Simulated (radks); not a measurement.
Valence configurations of Tm III (all share [Xe]). Method: scalar-relativistic Kohn-Sham, PBEsol, spin-polarised, spherical densities, finite nucleus; open shells are filled with parallel spins first (spin-orbit coupling, left out, can overturn this in heavy ions); Fermi nuclear charge, rms radius 5.2256 fm; computed with a radial shooting solver on a logarithmic mesh with Libxc functionals. Energies are relative to 4f13; eigenvalues in eV for spin up.

valence,E (eV),moment (Bohr magnetons),e(4f),e(5d),e(6p),e(6s)
4f13,0.000,1,-17.951,-,-,-
4f12 6p1,10.238,3,-28.802,-,-13.235,-
4f11 6s1 6p1,22.723,5,-39.608,-,-14.818,-20.677
4f12 5d1,5.634,3,-24.795,-15.520,-,-
4f12 6s0.5 6p0.5,7.675,3,-28.121,-,-12.859,-18.025
4f12.5 6s0.5,1.808,2,-22.500,-,-,-16.339
4f11 6p2,28.560,5,-40.903,-,-15.405,-
4f12.5 6p0.5,4.231,2,-23.196,-,-11.904,-
4f11.5 6s1 6p0.5,12.794,4,-33.383,-,-13.714,-19.242
4f11 5d1 6p1,21.529,5,-36.644,-20.312,-13.812,-

NIST lists [Xe] 4f13 as the ground configuration; this level of theory agrees among the configurations tried. The energies are those of spherical high-spin densities, not of single terms.
